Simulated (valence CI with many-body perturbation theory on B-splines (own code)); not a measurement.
Sm XIV: calculated level list

Computed by relativistic CI+MBPT: three valence electrons over a frozen Dirac-Fock core [Kr] 4d10, radial functions for each j: 8 s, 8 p, 9 d, 9 f, 6 g, 3 h, 2 i, with the one-electron correlation potential Σ1 (screened to all orders), the two-electron term Σ2, the three-electron term Σ3, Breit, model QED; selected single and double excitations, second order for the rest (own B-spline code, finite nucleus).

No measured levels were compared; by estimate terms of the open shell hold to a few per cent of their energy, and close levels can change places; configurations with another count of f electrons can be misplaced by thousands of cm⁻¹. Core correlation moves these levels by up to 57000 cm⁻¹, and in measured spectra 5 to 20 % of such shifts remained as error; rates that hang on mixing are uncertain with them.

Levels 46 to 61 of 61, with energies above the lowest level, 4f.5s2 2F°_5/2. "Leading %" is the weight of the configuration and term that name the level; weights of strongly mixed levels are sums over their largest components and can fall short. In the jj column 3d3/2^4 stands for four electrons in 3d with j = 3/2. Lifetimes count E1, E2, E3, M1 and M2 decay at the calculated energies, and are blank where another channel may lead or the interval is too uncertain; long ones can be off by a factor of two.

```
No.  Configuration  Term     J  E (cm⁻¹)  Leading %             Leading jj  Lifetime  Second component
 46            4f3   4G°  11/2    115490         93   4f5/2 4f7/2^2 (44 %)   18.4 μs       7 % 4f3 2H°
 47            4f3   2P°   1/2    117040         94   4f5/2^2 4f7/2 (53 %)   10.7 μs       6 % 4f3 4D°
 48            4f3   2D°   5/2    117940         97   4f5/2 4f7/2^2 (72 %)   8.91 μs                  
 49            4f3   2P°   3/2    122420         52         4f7/2^3 (73 %)   9.51 μs      44 % 4f3 2D°
 50            4f3   4D°   3/2    126230         77   4f5/2^2 4f7/2 (74 %)   6.46 μs      22 % 4f3 2D°
 51            4f3   2I°  11/2    126320         83   4f5/2^2 4f7/2 (73 %)   3.42 μs      16 % 4f3 2H°
 52            4f3   4D°   5/2    126430         74   4f5/2^2 4f7/2 (65 %)   5.72 μs      23 % 4f3 2D°
 53            4f3   4D°   1/2    127520         94   4f5/2 4f7/2^2 (53 %)   8.45 μs       6 % 4f3 2P°
 54            4f3   2L°  15/2    127590         95   4f5/2 4f7/2^2 (44 %)    993 μs       5 % 4f3 2K°
 55            4f3   2I°  13/2    128760         99   4f5/2 4f7/2^2 (87 %)   3.19 μs                  
 56            4f3   2L°  17/2    130100        100  4f5/2 4f7/2^2 (100 %)    289 ms                  
 57            4f3   4D°   7/2    130540         98   4f5/2 4f7/2^2 (68 %)   6.35 μs                  
 58            4f3   2H°   9/2    132570         98   4f5/2 4f7/2^2 (52 %)   8.10 μs                  
 59            4f3   2D°   3/2    134570         78   4f5/2 4f7/2^2 (69 %)   6.35 μs      20 % 4f3 4D°
 60            4f3   2H°  11/2    135110         82   4f5/2 4f7/2^2 (50 %)   6.93 μs      16 % 4f3 2I°
 61            4f3   2D°   5/2    136220         54   4f5/2 4f7/2^2 (54 %)   7.33 μs      25 % 4f3 4D°
```

Names give the largest LS component (configuration and term), which can be under half, so a name can repeat, a term be missing and a line seem to break the LS rules; names also repeat where a configuration has a term twice.

Where two levels of one J and parity lie close, their mixing, g and order are uncertain.
